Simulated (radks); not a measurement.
The numbers below are computed, except where a source is named.
The ytterbium ion Yb2+ inside a hard spherical wall (all orbitals vanish at R), configuration held at [Xe] 4f14 and not refilled when levels cross. Code: a radial shooting solver on a logarithmic mesh with Libxc functionals. Model: scalar-relativistic Kohn-Sham, PBEsol, spin-polarised, spherical densities, point nucleus. Eigenvalues in eV for spin up, with the zero of energy where the potential of the charges vanishes at infinity; a dash marks a level that is unbound or too diffuse for the functional's potential to be trusted. A positive occupied level is held by the wall or, in an anion where self-interaction has pushed it up, behind a barrier. The pressure on the wall is -dE/dV.

R (bohr) = free: E (hartree) -14054.7501; kinetic (hartree) 15317.398; e(4d) -192.37; e(5s) -69.770; e(5p) -42.189; e(4f) -17.662; e(6s, empty) -15.059; e(5d, empty) -13.304; pressure (GPa) 0
R (bohr) = 12: E (hartree) -14054.7501; kinetic (hartree) 15317.398; e(4d) -192.37; e(5s) -69.770; e(5p) -42.189; e(4f) -17.662; e(6s, empty) -15.059; e(5d, empty) -13.304; pressure (GPa) < 0.0001
R (bohr) = 7: E (hartree) -14054.7500; kinetic (hartree) 15317.399; e(4d) -192.37; e(5s) -69.766; e(5p) -42.186; e(4f) -17.657; e(6s, empty) -14.948; e(5d, empty) -13.267; pressure (GPa) 0.00444
R (bohr) = 6: E (hartree) -14054.7497; kinetic (hartree) 15317.401; e(4d) -192.34; e(5s) -69.748; e(5p) -42.169; e(4f) -17.633; e(6s, empty) -14.599; e(5d, empty) -13.151; pressure (GPa) 0.0464
R (bohr) = 5: E (hartree) -14054.7472; kinetic (hartree) 15317.425; e(4d) -192.20; e(5s) -69.649; e(5p) -42.081; e(4f) -17.505; e(6s, empty) -13.286; e(5d, empty) -12.706; pressure (GPa) 0.600
R (bohr) = 4: E (hartree) -14054.7202; kinetic (hartree) 15317.652; e(4d) -191.43; e(5s) -69.083; e(5p) -41.537; e(4f) -16.772; e(6s, empty) -8.343; e(5d, empty) -10.962; pressure (GPa) 10.7
R (bohr) = 3.5: E (hartree) -14054.6453; kinetic (hartree) 15318.220; e(4d) -190.07; e(5s) -68.081; e(5p) -40.498; e(4f) -15.480; e(6s, empty) -1.656; e(5d, empty) -8.510; pressure (GPa) 51.2
R (bohr) = 2.5: E (hartree) -14053.2494; kinetic (hartree) 15326.347; e(4d) -178.05; e(5s) -58.761; e(5p) -29.581; e(4f) -3.974; e(6s, empty) 46.490; e(5d, empty) 10.134; pressure (GPa) 1550
R (bohr) = 2: E (hartree) -14048.5260; kinetic (hartree) 15348.204; e(4d) -156.33; e(5s) -38.631; e(5p) -4.879; e(4f) 17.295; e(6s, empty) 133.15; e(5d, empty) 45.516; pressure (GPa) 10700
